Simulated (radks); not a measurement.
Values are calculated unless marked as measured or tabulated.
Question: All-electron atom: Eu II in [Xe] 4f6 6s1 6p1 (not the ground configuration). Level of theory: Dirac Kohn-Sham, PBE, spin-unpolarised, spherical densities, finite nucleus; open shells are shared between the two j in proportion to 2j + 1; Fermi nuclear charge, rms radius 5.1115 fm (a radial shooting solver on a logarithmic mesh with Libxc functionals).

Spin-orbit splittings of the eigenvalues, e(l+1/2) - e(l-1/2), with zeta = 2 splitting/(2l+1) and mean radii in bohr:

| shell | occ. | splitting (eV) | zeta (eV) | <r> j=l-1/2 | <r> j=l+1/2 |
|---|---|---|---|---|---|
| 2p | 6 | 648.0 | 432.0 | 0.07907 | 0.08580 |
| 3p | 6 | 132.1 | 88.05 | 0.2388 | 0.2517 |
| 3d | 10 | 28.73 | 11.49 | 0.2236 | 0.2276 |
| 4p | 6 | 29.26 | 19.51 | 0.5782 | 0.6072 |
| 4d | 10 | 5.272 | 2.109 | 0.6455 | 0.6558 |
| 4f | 6 | 0.6758 | 0.1931 | 0.8785 | 0.8899 |
| 5p | 6 | 4.146 | 2.764 | 1.510 | 1.597 |
| 6p | 1 | ? | ? | 4.294 | 4.491 |

Estimate the 6p splitting.

Answer: 0.4422 eV (zeta = 0.2948 eV).
